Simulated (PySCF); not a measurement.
## Ru: ionisation energy

Ru [Kr] 4d7 5s1 (5F) → Ru⁺ [Kr] 4d7 (4F), as a difference of total energies. Computed with PySCF 2.14 in def2-QZVPPD with the def2 core potential (28 electrons) (7s5p4d4f2g, 88 functions), with scalar relativity through the core potential. Correlated levels: valence: 4s2 4p6 frozen; valence and next inner shell: nothing frozen outside the core potential. The calculations carry no spin-orbit coupling.

```json
{"method": "UHF", "ionisation energy (eV)": "6.322"}
{"method": "LDA", "ionisation energy (eV)": "8.139"}
{"method": "PBE", "ionisation energy (eV)": "7.850"}
{"method": "PBE0", "ionisation energy (eV)": "7.544"}
{"method": "r2SCAN", "ionisation energy (eV)": "7.788"}
{"method": "B3LYP", "ionisation energy (eV)": "7.669"}
{"method": "TPSS", "ionisation energy (eV)": "7.664"}
{"method": "BLYP", "ionisation energy (eV)": "7.753"}
{"method": "M06-2X", "ionisation energy (eV)": "7.235"}
{"method": "MP2 (valence)", "ionisation energy (eV)": "7.194"}
{"method": "SCS-MP2 (valence)", "ionisation energy (eV)": "6.926"}
{"method": "MP2 (valence and next inner shell)", "ionisation energy (eV)": "7.433"}
{"method": "SCS-MP2 (valence and next inner shell)", "ionisation energy (eV)": "7.137"}
```

Errors of the correlated levels include the incompleteness of this basis and the frozen core.

Which method comes closest to the reference value, and which is furthest?

The reference is 7.365 eV (measured; NIST levels, between the centres of gravity of the two terms). Closest: MP2 (valence and next inner shell) (error 0.068 eV); furthest: UHF (error -1.043 eV).
